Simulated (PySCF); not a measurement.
# `Cc1cscc(F)c1=O`: 4 charge schemes on one density

Species: C6H5FOS.
Z-matrix (Å and degrees, GFN2-xTB geometry), rows numbered from 1:
```
C 
C   1  1.4956
C   2  1.3434  1  121.03
S   3  1.7250  2  126.80  1  -179.92
C   4  1.7146  3  101.52  2    -0.04
C   5  1.3438  4  124.10  3    -0.03
F   6  1.3467  5  117.07  4  -179.96
C   6  1.4661  5  127.60  4     0.07
O   8  1.2194  2  122.18  1     0.06
H   1  1.0890  2  109.32  3  -120.89
H   1  1.0890  2  109.31  3   122.43
H   1  1.0859  2  111.69  3     0.78
H   3  1.0799  2  121.29  1    -0.10
H   5  1.0790  4  114.85  3  -179.96
```

Density: PBE0/pcSseg-1 (PySCF); schemes: Mulliken, IAO, Hirshfeld and ESP-fitted. Geometry: GFN2-xTB; no solvent, vibrations or thermal averaging.

**Question.** Give the atomic charges in each scheme.

**Answer.** In e:

| atom | environment | Mulliken | IAO | Hirshfeld | ESP-fitted |
| --- | --- | --- | --- | --- | --- |
| C1 | carbon bonded to C and 3 H | -0.127 | -0.417 | -0.117 | -0.521 |
| C2 | unsaturated ring carbon | -0.377 | -0.037 | -0.005 | +0.061 |
| C3 | unsaturated ring CH carbon | -0.191 | -0.287 | -0.059 | -0.324 |
| S4 | ring sulfur | +0.327 | +0.368 | +0.129 | +0.064 |
| C5 | unsaturated ring CH carbon | -0.302 | -0.329 | -0.078 | -0.304 |
| C6 | unsaturated ring carbon | +0.309 | +0.240 | +0.072 | +0.102 |
| F7 | fluorine bonded to C | -0.262 | -0.251 | -0.073 | -0.155 |
| C8 | ring carbonyl carbon | +0.290 | +0.302 | +0.106 | +0.552 |
| O9 | carbonyl oxygen | -0.377 | -0.446 | -0.254 | -0.503 |
| H10 | methyl hydrogen | +0.145 | +0.169 | +0.051 | +0.175 |
| H11 | methyl hydrogen | +0.145 | +0.170 | +0.051 | +0.174 |
| H12 | methyl hydrogen | +0.108 | +0.144 | +0.047 | +0.150 |
| H13 | hydrogen on C3 | +0.144 | +0.177 | +0.061 | +0.264 |
| H14 | hydrogen on C5 | +0.168 | +0.198 | +0.068 | +0.265 |

Mean size of the charges over all atoms: ESP-fitted 0.258 e, IAO 0.253 e, Mulliken 0.234 e, Hirshfeld 0.084 e. Each set sums to the total charge, 0, to within 0.001 e. The IAO scheme projects the occupied orbitals on a minimal set of polarised atomic orbitals and counts the electrons in each atom's part of it. The ESP scheme fits charges at the nuclei, held to the total charge, to the electrostatic potential on points at 1.4 to 2.0 times the van der Waals radii.

Lowest charge. The schemes don't all agree: Mulliken C2 and O9 (-0.377); IAO O9 (-0.446); Hirshfeld O9 (-0.254); ESP-fitted C1 (-0.521).

Highest charge. The schemes don't all agree: Mulliken S4 (+0.327); IAO S4 (+0.368); Hirshfeld S4 (+0.129); ESP-fitted C8 (+0.552).

**Question.** How many electrons does the Hirshfeld scheme count on O9?

**Answer.** Z − q = 8 − (-0.254) = 8.254.

**Question.** Sum the charges by element, for elements with more than one atom.

**Answer.** 
| element | atoms | Mulliken | IAO | Hirshfeld | ESP-fitted |
| --- | --- | --- | --- | --- | --- |
| C | 6 | -0.398 | -0.529 | -0.081 | -0.434 |
| H | 5 | +0.710 | +0.857 | +0.279 | +1.028 |
